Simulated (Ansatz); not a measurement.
`[F][Al]([SH])[O][SiH3]` + `N[SiH](O)S` → `N[SiH](O)S[SiH3]` + `[OH][Al]([F])[SH]`  (ligand exchange at the Si–O bond)

Computed with Ansatz on PBE0-D4/def2-TZVP structures; ΔE is electronic, products minus reactants. CBS: MP2 limit from def2 TZ/QZ plus the TZ coupled-cluster correction, frozen cores. DFT in def2-TZVPP. HSE06 is defined as in plane-wave codes. One conformer a species, not always the lowest.

CCSD(T)/CBS gives +45.4 kJ/mol.

Task: Another level gave +52.7 kJ/mol. Which?
A. RPA@PBE/def2-TZVPP
B. HF/def2-TZVPP
C. HSE06-D4/def2-TZVPP
D. ωB97M-V/def2-TZVPP

Result: A. RPA@PBE/def2-TZVPP 52.7, ωB97M-V 45.0, HF/def2-TZVPP 73.3, HSE06-D4 35.2 kJ/mol.

Largest T1 diagnostic among the species: 0.012.

Leaving LDA and LC-ωPBE aside and taking each functional with its dispersion term where it has one, the values, not all of them listed here, spread over 28.4 kJ/mol, from revPBE-D4 to BHLYP-D4. In def2-TZVPP, CCSD(T) changes the Hartree–Fock value by −24.2 kJ/mol (the triples alone add −4.7 kJ/mol) and MP2 by −28.3 kJ/mol.
